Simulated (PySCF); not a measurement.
C₃H₁₀BN, SMILES CBN(C)C. Atoms are numbered in the order given.

```xyz
15

B      0.7852     0.7461     0.0000
H      1.9956     0.6387     0.0000
C      0.0878     2.1647     0.0000
H      0.8185     2.9857     0.0000
H     -0.5600     2.3004    -0.8836
H     -0.5600     2.3004     0.8836
N      0.0672    -0.4571     0.0000
C     -1.3730    -0.5407     0.0000
C      0.7118    -1.7484     0.0000
H     -1.7417    -1.0838     0.8893
H     -1.7417    -1.0838    -0.8893
H     -1.8220     0.4596     0.0000
H      0.4270    -2.3393    -0.8898
H      0.4270    -2.3393     0.8898
H      1.8016    -1.6226     0.0000
```
Charge 0, spin multiplicity 1.

Geometry: PBE0-D3(BJ)/def2-SVP. The geometry has at least one imaginary mode, so it is a saddle point at that level. Other conformers were not sampled.

Two levels are set side by side: PBE/pcSseg-1 (PySCF) and PBE0/pcSseg-1 (PySCF). GIAO shifts against BF3 (¹¹B), NH3 (¹⁵N), TMS (¹H), TMS (¹³C) at the same level; non-relativistic, no solvent, atoms listed together averaged. Differences are taken from unrounded values.

```
quantity              PBE
------------------  -----
δ(¹¹B) of B1 (ppm)   29.4
δ(¹H) of H2 (ppm)    5.39
δ(¹³C) of C3 (ppm)    3.7
δ(¹⁵N) of N7 (ppm)  145.2
```

Question: These are the PBE values. What does PBE0 give? (The exact figures need the calculation; the answer reports its results.)

Answer: 
| quantity | PBE0 | PBE minus PBE0 |
|---|---|---|
| δ(¹¹B) of B1 (ppm) | 30.6 | -1.2 |
| δ(¹H) of H2 (ppm) | 5.33 | 0.06 |
| δ(¹³C) of C3 (ppm) | 3.7 | -0.1 |
| δ(¹⁵N) of N7 (ppm) | 133.2 | 12.0 |

Rough cost on one machine, each run with all the roots and properties that it gave: PBE0 against PBE within a factor of 2.
